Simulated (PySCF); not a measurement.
# Reading the logs of faulty runs: AlCH4O2

These are calculations, not measurements. They come from PySCF 2.14.0, an open-source quantum chemistry program, on an isolated molecule that a program drew, which may never have been made. The molecule is AlCH4O2 (charge 0, doublet), drawn as the SMILES string `[CH2][Al]([OH])[OH]`.

Each row is a Hartree-Fock (HF) and frozen-core CCSD(T) single point in the cc-pV(D+d)Z basis, meant for a local HF minimum. Run 1 is clean. Each other run has one planted mistake out of seven kinds, and not every kind appears here: one electron removed, one electron added, multiplicity raised by two, geometry at a saddle point, minimal basis STO-3G, one bond length entered in bohr, all coordinates scaled. The reference is restricted for singlets and unrestricted otherwise, and also for a bond in bohr. Adding or removing an electron swaps singlet and doublet. Electrons count all cores. HOMO and LUMO are orbital energies over both spins, the gradient is its largest component, and the lowest frequency (negative if imaginary) is given only where the gradient is small. Bond lengths are over the 7 bonds as drawn. T1 is the CCSD diagnostic: over 0.02 (restricted) or 0.045 (unrestricted) a single reference is doubtful.

Geometry of the clean run:
```xyz
8
AlCH4O2, angstrom
C    -0.3237   -0.4352    1.6731
Al    0.6744    1.1016    1.1179
O     0.8131    2.4041    2.1812
O     1.3793    1.0974   -0.4150
H    -0.4638   -1.3182    1.0525
H    -0.8110   -0.5196    2.6425
H     1.2529    3.2309    2.0922
H     1.8964    1.7454   -0.8597
```

```
run,electrons,basis functions,<S^2>,HOMO (eV),LUMO (eV),gradient (hartree/bohr),lowest frequency (cm^-1),mean bond (Å),longest bond (Å),T1,HF (hartree),CCSD(T) (hartree),mistake
1,39,85,0.758,-10.26,1.96,3.9e-05,201,1.3353,1.915,0.0130,-431.93798,-432.53014,no fault
2,39,85,1.436,-10.28,1.64,2.6e-02,-,1.4736,2.057,0.0708,-431.79412,-432.39935,one bond length entered in bohr
3,39,85,3.766,-3.44,-2.58,1.3e-01,-,1.3353,1.915,0.0205,-431.65570,-432.23633,multiplicity raised by two
4,38,85,0.000,-17.80,-7.37,7.6e-02,-,1.3353,1.915,0.0200,-431.61842,-432.19417,one electron removed
5,39,28,0.766,-8.27,8.00,7.1e-02,-,1.3353,1.915,0.0163,-426.44392,-426.60864,minimal basis STO-3G
6,40,85,0.000,-0.35,8.09,6.7e-02,-,1.3353,1.915,0.0139,-431.89284,-432.52778,?
```

**Which mistake was planted in run 6, and what did it cost?**

It counts 40 electrons, one more than the clean run, at the same geometry and basis. So the mistake is: one electron added. Subtracting run 1 and multiplying by 627.51 kcal/mol a hartree, the energy moved by 28.3 kcal/mol in HF and 1.5 kcal/mol in CCSD(T).

Cautions from the logs. Run 2: T1 is over the limit, so its CCSD(T) energy is less reliable; run 4: T1 is over the limit, so its CCSD(T) energy is less reliable; run 6: the added electron raises the CCSD(T) energy, so it isn't bound in this basis.
